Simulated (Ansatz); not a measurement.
`[CH3][GaH][BH]N` + CH₃OH → `C[O][GaH][CH3]` + `BN` at 700 K and 1 bar (cleavage of the Ga–B bond).

Isolated molecules relaxed with PBE0-D4/def2-TZVP in Ansatz; ΔE leaves out vibrations. CCSD(T)/CBS is the MP2 limit (def2-TZVPP, def2-QZVPP) plus CCSD(T) − MP2 in def2-TZVPP, frozen cores. This one scheme is used for every species. For Ga outer-core shells are correlated without core-valence functions, which leaves a few kJ/mol of doubt a bond. Scalar relativity is left out up to krypton. Each species was taken in one conformer, which may not be the lowest.

```
          species  CCSD(T)/CBS energy (Eh)  H − E (kJ/mol)  S (J/(mol·K))
`[CH3][GaH][BH]N`              -2045.72580           295.8          481.3
            CH₃OH               -115.61712           170.8          288.5
 `C[O][GaH][CH3]`              -2079.44369           297.6          468.8
             `BN`                -81.93499           163.7          282.2
```

H − E and S are ideal-gas, rigid-rotor, harmonic terms from PBE0-D4/def2-TZVP, for one conformer and one mirror image of each species. 1 Eh = 2625.50 kJ/mol, R = 8.31446 J/(mol·K).

Problem. By hand: ΔE, ΔH, ΔS and ΔG.

Solution. ΔE = (-2079.44369) + (-81.93499) − (-2045.72580) − (-115.61712) = -0.03576 Eh = -93.9 kJ/mol. Δ(H − E) = 297.6 + 163.7 − 295.8 − 170.8 = -5.3, so ΔH = -99.2 kJ/mol. ΔS = 468.8 + 282.2 − 481.3 − 288.5 = -18.8 J/(mol·K). ΔG = -99.2 − 700 × (-18.8)/1000 = -86.0 kJ/mol.

Problem. By hand: the equilibrium constant, and the temperature at which ΔG would vanish if ΔH and ΔS stayed fixed.

Solution. log₁₀ K = −ΔG/(RT ln 10) = 6.4. ΔG = 0 at ΔH/ΔS = 5277 K, far beyond where these terms or the molecules hold.

ΔH outweighs TΔS. A doubt of 5 kJ/mol in ΔE shifts log₁₀ K by 0.4 here. Other conformers and mirror images would add mixing entropy, several J/(mol·K) or more a flexible species. Modes under 60 cm⁻¹, often nearly free rotors, make the harmonic entropy too high. These are equilibria of isolated gas molecules and say nothing of rates. Largest T1 diagnostic: 0.014 (customary marks: 0.02 for closed shells, 0.045 for open ones).
